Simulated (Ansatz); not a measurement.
One change: `N[CH]([AsH2])[InH2]` becomes `N[CH2][InH2]`.

Ansatz, PBE0-D4/def2-TZVP geometries, multiplicity 1. Each molecule was computed in one conformer, which needn't be the lowest.

Elements past krypton have def2 core potentials. Scalar relativity is left out up to krypton.

| property | `N[CH]([AsH2])[InH2]` |
| --- | --- |
| HOMO–LUMO gap (B3LYP/def2-TZVPP) / eV | 3.93 |
| HOMO energy (PBE/def2-TZVPP) / eV | -4.73 |
| zero-point energy (PBE0-D4/def2-TZVP) / kJ/mol | 186.2 |
| ideal-gas entropy at 298 K and 1 bar (rigid rotor, harmonic PBE0-D4/def2-TZVP) / J/(mol·K) | 384 |
| HOMO energy (B3LYP/def2-TZVPP) / eV | -5.62 |
| HOMO–LUMO gap (ωB97M-V/def2-TZVPP) / eV | 7.81 |

Task: Give the same properties after the change, and the shifts. (Best estimate.)

Result: The calculation gave: 
| property | `N[CH2][InH2]` | shift |
| --- | --- | --- |
| HOMO–LUMO gap (B3LYP/def2-TZVPP) / eV | 4.50 | 0.57 |
| HOMO energy (PBE/def2-TZVPP) / eV | -5.17 | -0.44 |
| zero-point energy (PBE0-D4/def2-TZVP) / kJ/mol | 170.6 | -15.6 |
| ideal-gas entropy at 298 K and 1 bar (rigid rotor, harmonic PBE0-D4/def2-TZVP) / J/(mol·K) | 324 | -60 |
| HOMO energy (B3LYP/def2-TZVPP) / eV | -6.32 | -0.70 |
| HOMO–LUMO gap (ωB97M-V/def2-TZVPP) / eV | 8.72 | 0.91 |

With PBE0 the HOMO falls by 0.74 eV and the LUMO falls by 0.07 eV, so the gap widens by about 0.67 eV. PBE moves the HOMO by -0.44 eV and ωB97M-V by -0.96 eV. The zero-point energy changes by -15.6 kJ/mol with -6 modes.

B3LYP here is the variant with VWN-RPA as its local correlation; programs differ in this.
